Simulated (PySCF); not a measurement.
Below is a simulated gas-phase C 1s photoelectron spectrum of selenophene, `c1cc[se]c1`.

Every computed line was given a Gaussian of 0.6 eV full width at half maximum and an area set by the number of equivalent atoms; the highest printed point is 100. Level of theory: delta-SCF UKS SCAN, pcX-2 on the ionised atom, pcseg-1 elsewhere, spin-free X2C in PySCF.

(binding energy (eV), intensity): (289.5, 0), (289.6, 1), (289.7, 2), (289.8, 6), (289.9, 13), (290.0, 27), (290.1, 46), (290.2, 68), (290.3, 89), (290.4, 100), (290.5, 98), (290.6, 84), (290.7, 62), (290.8, 40), (290.9, 22), (291.0, 11), (291.1, 5), (291.2, 2), (291.3, 1), (291.4, 0)

Task: Count the maxima, the lines and the sites behind this envelope.

Result: The curve has 1 maximum (at 290.4 eV). Under it lie 2 lines from 2 inequivalent carbon sites. At this width some lines have no maximum of their own.

Task: Decompose the envelope and assign each component. Numbering: `[cH:1]1[cH:2][cH:3][se:4][cH:5]1`.

Result: 
```csv
position (eV),relative area,line,atoms,environment
290.36,2,C 1s,C1/C2,aromatic CH carbon
290.51,2,C 1s,C3/C5,aromatic CH carbon
```

Task: Above which line width would these two lines show one maximum?

Result: Two equal Gaussians merge once their distance is under 2σ = FWHM/1.177. With 0.16 eV between them that is a full width over 0.19 eV.

The 2 C 1s values lie within 0.15 eV of each other; Gaussian lines of 0.5 eV full width would blend them into one maximum.

Shake-up satellites, vibrational structure and lifetime widths aren't simulated. Atoms equivalent by their bonding share one computed value, that of the first of them. Geometry: PBE0-D3(BJ)/def2-SVP; no solvent, vibrations or thermal averaging.

The run took 9.9 s on one thread of an Arm Neoverse V2, on a shared host.
